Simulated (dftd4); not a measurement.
C6H11FO, singlet, geometry from GFN2-xTB; D4 for bp86 in dftd4 4.2.0.

Here is a job for dftd4.
```
$ dftd4 mol.xyz --func bp86 --charge 0 --json dftd4.json --noedisp --property

# file mol.xyz
19

C     -1.02746062    -0.80371299     1.46434475
C     -0.74373712     0.01639828     0.24598010
C     -1.59129193     0.96172099    -0.12646761
F     -1.39032724     1.73608407    -1.21477901
C      0.50691632    -0.26617688    -0.55163873
C      0.29148892    -1.46810219    -1.47513336
C      1.72269856    -0.50369535     0.34936205
O      1.87692767     0.59894538     1.21676545
H     -0.31158495    -0.55609502     2.24595766
H     -2.02844664    -0.60539193     1.83745066
H     -0.93890429    -1.86522400     1.24134097
H     -2.51225241     1.21774506     0.37554419
H      0.71807672     0.61463748    -1.16472565
H      0.08772913    -2.36793132    -0.89880917
H      1.17705170    -1.64170097    -2.08194115
H     -0.55036131    -1.28161703    -2.13651593
H      2.61104151    -0.62183918    -0.28761194
H      1.59273281    -1.43193555     0.92489524
H      2.70075702     0.50444144     1.70461943
```

Problem. Predict the main parts of the log of this dftd4 run.

Solution. 
```
                    ____  _____ _____     ____  _  _
      -------------|  _ \|  ___|_   _|---|  _ \| || |------------
     |             | | | | |_    | | ___ | | | | || |_           |
     |             | |_| |  _|   | ||___|| |_| |__   _|          |
     |             |____/|_|     |_|     |____/   |_|            |
     |             ===================================           |
     |            E. Caldeweyher, S. Ehlert & S. Grimme          |
     |          Mulliken Center for Theoretical Chemistry        |
     |                    University of Bonn                     |
      -----------------------------------------------------------

Rational (Becke-Johnson) damping: bp86-D4-ATM
---------------------
  s6         1.0000
  s8         3.3550
  s9         1.0000
  a1         0.4365
  a2         4.9241
 alp        16.0000
--------------------

Atomic data, radii in Ångström:
------------------------------------------------------
   Z          R(cov)      r4/r2   hardness         EN
------------------------------------------------------
   6 C        1.0000     1.6431     0.4220     2.5500
   9 F        0.8533     1.2638     0.6693     3.9800
   8 O        0.8400     1.3725     0.5869     3.4400
   1 H        0.4267     1.0622     0.4726     2.2000
------------------------------------------------------

Atomic reference systems (in atomic units):
----------------------------------------------------------------------------
   Z        #      CN     q+Z       C6(AA)   #      CN     q+Z       C6(AA)
----------------------------------------------------------------------------
   6 C      1  0.0000  6.0000      49.3833   2  0.9189  5.8288      52.1688
            3  1.9079  5.8579      35.6972   4  2.8312  5.7775      35.8445
            5  3.7487  5.7435      28.6317   6  2.9183  5.8956      32.2504
            7  0.8556  6.2103      25.6194
   9 F      1  0.0000  9.0000       9.7374   2  0.7408  8.7523      11.7796
   8 O      1  0.0000  8.0000      15.5711   2  0.8042  7.6453      20.8489
            3  1.6112  7.4012      24.8631   4  0.9798  8.0000      14.9880
   1 H      1  0.0000  1.0000       7.6362   2  0.8942  1.0000       3.0374
----------------------------------------------------------------------------

Atomic properties (in atomic units):
----------------------------------------------------------------------------
     #    Z              CN          q      C6(AA)        C8(AA)   alpha(0)
----------------------------------------------------------------------------
     1    6 C        3.7617    -0.2075     27.5641      797.2028     7.5742
     2    6 C        2.9428    -0.0288     30.2608      875.1951     8.9938
     3    6 C        2.7057    -0.0239     30.1817      872.9074     8.9634
     4    9 F        0.7855    -0.2638     11.9640      204.7182     3.9844
     5    6 C        3.8572    -0.0428     23.8544      689.9114     7.0321
     6    6 C        3.7564    -0.2353     28.2509      817.0649     7.6693
     7    6 C        3.6769    -0.0354     23.9428      692.4670     7.0895
     8    8 O        1.6556    -0.4790     22.2727      449.4750     6.3839
     9    1 H        0.9247     0.1181      1.6286       19.6872     1.9957
    10    1 H        0.9249     0.0992      1.7923       21.6657     2.0936
    11    1 H        0.9247     0.0949      1.8320       22.1462     2.1167
    12    1 H        0.9257     0.1231      1.5882       19.1992     1.9708
    13    1 H        0.9241     0.1396      1.4639       17.6961     1.8921
    14    1 H        0.9248     0.0964      1.8184       21.9818     2.1088
    15    1 H        0.9248     0.0953      1.8286       22.1049     2.1147
    16    1 H        0.9249     0.1126      1.6744       20.2405     2.0235
    17    1 H        0.9233     0.0954      1.8278       22.0950     2.1143
    18    1 H        0.9232     0.0958      1.8239       22.0482     2.1120
    19    1 H        0.8052     0.2461      0.9081       10.9773     1.4968
----------------------------------------------------------------------------

Molecular properties (in atomic units):
----------------------------------------
 molecular C6                2852.1112
 molecular C8               63594.9978
----------------------------------------

Dispersion energy:      -2.1249261408968E-02 Eh

[Info] JSON dump of results written to 'dftd4.json'
```
